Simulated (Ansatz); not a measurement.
CH2O2Si, SMILES `O=C[Si]O` (lower singlet; O–C–Si–O torsion 95°, C–Si–O–H torsion 8°) (charge 0, multiplicity 1). This singlet lies 1.20 eV below the relaxed triplet at the level frozen-core CCSD(T)/cc-pVTZ // PBE0-D3(BJ)/def2-TZVP (Ansatz, a program for electronic structure).

The numbers are results of frozen-core fic-MRCISD+Q@CASSCF(6e,6o)/cc-pVTZ // PBE0-D3(BJ)/def2-TZVP run with Ansatz, not measurements.

Ansatz 0.2 input:
```yaml
crystal:
  periodic: [false, false, false]
  atoms:
    - { symbol: O, position_ang: [-1.165471, 0.321071, -1.375287] }
    - { symbol: C, position_ang: [-0.972822, 0.123995, -0.175729] }
    - { symbol: Si, position_ang: [0.228098, -1.247501, -0.769679] }
    - { symbol: O, position_ang: [1.661213, -0.415113, -0.750795] }
    - { symbol: H, position_ang: [-1.498143, 0.750493, 0.570115] }
    - { symbol: H, position_ang: [1.747115, 0.467049, -0.384181] }
basis:
  gaussian: { orbitals: cc-pVTZ }
correlation:
  method: fic_mrcisd_q
  active_space: { window: { electrons: 6, orbitals: 6 } }
```

Output:

```
Functional definition: HF
909 factors; integrals over basis functions are off by at most 1.0e-3 eV
mean field evaluation 1: about -12996.2125 eV, gradient 4.4e1 eV
mean field evaluation 2: about -12996.4554 eV, gradient 4.4e1 eV
mean field evaluation 4: about -13000.0728 eV, gradient 3.8e0 eV
mean field evaluation 8: about -13000.1378 eV, gradient 4.8e-1 eV
mean field evaluation 16: about -13000.1397 eV, gradient 2.5e-6 eV
mean field -13000.13965653 eV, -477.7463205663 hartree, gradient 2.5e-6 eV, S^2 0.000000; 1 other end points of the search recorded, 0 dependent functions left out
reference -13000.13965653 eV, -477.7463205663 hartree; 19, 19 occupied and 133, 133 virtual orbitals, 909 factors
state -13003.17561148 eV, -477.8578898527 hartree
contracted CI cycle   1: correlation 0.00000000 eV, 0.0000000000 hartree, residual 4.93e1 eV
contracted CI cycle   2: correlation -14.85040929 eV, -0.5457424755 hartree, residual 7.49e0 eV
contracted CI cycle   3: correlation -15.27565491 eV, -0.5613699636 hartree, residual 1.68e0 eV
contracted CI cycle   4: correlation -15.30300053 eV, -0.5623748967 hartree, residual 5.88e-1 eV
contracted CI cycle   5: correlation -15.30615862 eV, -0.5624909546 hartree, residual 2.33e-1 eV
contracted CI cycle   6: correlation -15.30661124 eV, -0.5625075880 hartree, residual 9.14e-2 eV
contracted CI cycle   7: correlation -15.30668208 eV, -0.5625101913 hartree, residual 3.47e-2 eV
contracted CI cycle   8: correlation -15.30669201 eV, -0.5625105561 hartree, residual 1.25e-2 eV
contracted CI cycle   9: correlation -15.30669331 eV, -0.5625106039 hartree, residual 4.71e-3 eV
contracted CI cycle  10: correlation -15.30669350 eV, -0.5625106108 hartree, residual 1.86e-3 eV
contracted CI cycle  11: correlation -15.30669353 eV, -0.5625106119 hartree, residual 7.54e-4 eV
state -13003.17561148 eV, -477.8578898527 hartree; corrected -13020.61878241 eV, -478.4989145613 hartree
Total energy: -13020.61878241 eV, -478.4989145613 hartree
```
